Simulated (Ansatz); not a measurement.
Born–Oppenheimer molecular dynamics of CH10O2Si (14 atoms, charge 0, multiplicity 1). It starts from a rough guess of a transition structure, not a stationary point.

All numbers below come from Ansatz, UKS PBE0/STO-3G.

- ensemble: NVE (velocity Verlet)
- time step: 0.5 fs
- steps asked: 150
- starting velocities drawn for: 300 K
- seed: 929788

First frame:

```xyz
14
Properties=species:S:1:pos:R:3
Si -0.667 0.402 -0.944
C 0.944 -1.026 -0.633
H -1.406 0.730 -2.182
H -1.625 -0.629 -0.447
H 0.392 1.450 -1.113
H -0.368 0.729 1.482
O -1.220 1.377 0.791
H 0.689 -0.482 0.630
O 0.537 -0.097 1.839
H 1.992 -0.740 -0.543
H 0.793 -2.032 -0.235
H 0.819 -1.172 -1.706
H -0.937 2.289 0.781
H 0.059 -0.800 2.281
```

(1) How far do the bonds stretch over the last three quarters of this one trajectory? (Pairs bonded in most of those frames.)

Answers

(1) 
| bond | mean (Å) | spread (Å) | shortest | longest |
| --- | --- | --- | --- | --- |
| Si1–C2 | 1.917 | 0.132 | 1.72 | 2.11 |
| Si1–H3 | 1.452 | 0.023 | 1.41 | 1.50 |
| Si1–H4 | 1.460 | 0.031 | 1.40 | 1.51 |
| Si1–H5 | 1.458 | 0.014 | 1.43 | 1.49 |
| Si1–O7 | 2.207 | 0.181 | 1.99 | 2.64 |
| C2–H10 | 1.103 | 0.016 | 1.07 | 1.13 |
| C2–H11 | 1.099 | 0.031 | 1.04 | 1.15 |
| C2–H12 | 1.103 | 0.033 | 1.05 | 1.16 |
| H6–O7 | 1.063 | 0.078 | 0.94 | 1.19 |
| O7–H13 | 1.030 | 0.057 | 0.93 | 1.13 |
| H8–O9 | 1.021 | 0.039 | 0.94 | 1.10 |
| O9–H14 | 1.038 | 0.082 | 0.91 | 1.16 |

Mean temperature of the second half: 1107 K. The conserved energy stayed within 1.5 meV per atom of its start (net change -0.38 meV per atom), so the integration is sound. The system heated up, since it started high on the potential surface and ran downhill. A run of 0.075 ps of so small a system gives no equilibrium averages. The orbitals stay closed-shell, which can raise the energy where a bond breaks towards radicals; this wasn't checked here. Limits of this set-up: minimal basis.

Run time: 16 min on 1 thread of Intel(R) Xeon(R) Processor @ 2.50GHz (Skylake/Cascade Lake), with other jobs on the host, peak memory 0.14 GiB.
